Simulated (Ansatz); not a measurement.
C$_{2}$H$_{6}$BN, SMILES `[BH3-]C#[N+]C`, charge 0, multiplicity 1.

**Question.** Give a relaxed structure at PBE0-D4/def2-TZVP (Ansatz 0.2.0). (An estimate is asked.)

**Answer.** Computed: 
Cartesian coordinates in Å:
```
B 1.3012 -1.6095 0.0583
C 0.3361 -0.4172 0.0161
N -0.3903 0.4806 -0.0165
C -1.2733 1.5751 -0.0570
H 1.1180 -2.1534 1.1265
H 1.0042 -2.3155 -0.8819
H 2.4160 -1.1429 -0.0426
H -1.8193 1.6419 0.8850
H -0.7099 2.4962 -0.2124
H -1.9827 1.4449 -0.8754
```
Point group C3v.
This is one stationary point; other conformers may exist.
